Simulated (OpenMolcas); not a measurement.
Computed levels of 3s² 3p³ in ions with 15 electrons, in cm-1 above ⁴S°_3/2.

```
Program             : OpenMolcas 26.06
Method              : XMS-CASPT2, IPEA 0.25 Eh, imaginary shift 0.1 Eh
Basis               : ANO-RCC-VTZP
Scalar Hamiltonian  : DKH2, point nucleus
Spin-orbit coupling : state interaction with AMFI integrals over the reference wave functions, term energies averaged over their components
```

Active space for each ion: 3 electrons in 3 orbitals (3p); closed shells correlated by CASPT2: 2s 2p 3s.

```json
{"Level": "²D°_3/2", "P": "11510", "Cl2+": "18650", "Ar3+": "21830"}
{"Level": "²D°_5/2", "P": "11520", "Cl2+": "18700", "Ar3+": "21930"}
{"Level": "²P°_1/2", "P": "19400", "Cl2+": "31280", "Ar3+": "36490"}
{"Level": "²P°_3/2", "P": "19410", "Cl2+": "31350", "Ar3+": "36630"}
```

Task: Estimate ²D°_3/2, ²D°_5/2 for S+ from its neighbours P and Cl2+.

Result: ²D°_3/2 is another term, which grows about linearly with the charge: (11510 + 18650) / 2 = 15080. The calculation gives 15300, so the estimate is off by -1.4 %; the measured value is 14853 (NIST Handbook of Basic Atomic Spectroscopic Data).
²D°_5/2 is another term, which grows about linearly with the charge: (11520 + 18700) / 2 = 15110. The calculation gives 15320, so the estimate is off by -1.4 %; the measured value is 14885 (NIST Handbook of Basic Atomic Spectroscopic Data).

CASPT2 does not keep the components of a term degenerate, so their means are used; among the terms shown or strongly mixed into the levels shown the widest spread is 2100 cm-1 (3s² 3p³ ²D°, P). With the s shell closed, the reference lacks s² → p² mixing. Measured partners are found by configuration, term and J. A level has none where our copy of the source lacks it or the pairing is in doubt (some pairs that miss far off the trend of their configuration count as doubtful), and it then counts in no deviation. Levels of configurations outside the active space are missing.

° marks odd parity.
